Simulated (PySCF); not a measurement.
Atom-mapped SMILES (the numbers label the heavy atoms): `[O:1]=[C:2]1[O:3][CH2:4][CH:5]=[C:6]1[CH:7]1[CH2:8][CH2:9]1`. Each H is labelled by its parent atom. Ha(C8), Ha(C9) are cis to C6 on the ring; Hb(C8), Hb(C9) are trans to C6 on the ring.

Geometry: GFN2-xTB; GIAO shifts from PySCF, gas phase, non-relativistic, averaged over equivalent atoms.

At mPW1PW91/pcseg-1 (166 basis functions, 25 s wall time on 1 thread of an Arm Neoverse V1, shared host):
| atoms | δ (ppm) |
| --- | --- |
| O1 | 377.5 |
| O3 | 204.3 |
| C2 | 175.2 |
| C6 | 152.0 |
| C5 | 139.5 |
| C4 | 72.7 |
| C8/C9 | 18.1 |
| C7 | 11.7 |
| H(C5) | 6.35 |
| H(C4) | 4.90 |
| H(C7) | 2.00 |
| Hb(C8)/Hb(C9) | 1.19 |
| Ha(C8)/Ha(C9) | 0.59 |

References, each an isolated molecule treated in the same way: $^{17}$O (338.51 ppm) against H2O; TMS for $^{13}$C (196.40 ppm), $^{1}$H (31.91 ppm).

Task: Predict the values at HSE06/pcSseg-1 on the same geometry.

Result: 
| atoms | δ at HSE06/pcSseg-1 | change |
| --- | --- | --- |
| O1 | 403.4 | +25.9 |
| O3 | 213.1 | +8.8 |
| C2 | 177.7 | +2.5 |
| C6 | 149.7 | -2.3 |
| C5 | 140.4 | +0.9 |
| C4 | 73.2 | +0.5 |
| C8/C9 | 16.9 | -1.2 |
| C7 | 8.9 | -2.8 |
| H(C5) | 6.42 | +0.07 |
| H(C4) | 4.90 | +0.00 |
| H(C7) | 2.00 | +0.00 |
| Hb(C8)/Hb(C9) | 1.16 | -0.03 |
| Ha(C8)/Ha(C9) | 0.53 | -0.06 |

Scale: $^{17}$O (335.74 ppm) vs H2O; $^{13}$C (186.23 ppm), $^{1}$H (31.72 ppm) against TMS (reference shieldings calculated alike).

The largest change is at O1 (ester carbonyl oxygen). Cost: 193 basis functions, 61 s wall time on 1 thread of an Arm Neoverse V1, shared host. The order of the carbon signals is the same at both levels.

Unscaled 17O shifts of doubly bonded oxygen tend to come out too high, by tens of ppm or more. Experimental scales use liquid or dissolved standards, which lie at an offset from isolated H2O (liquid H2O: subtract about 36 ppm).
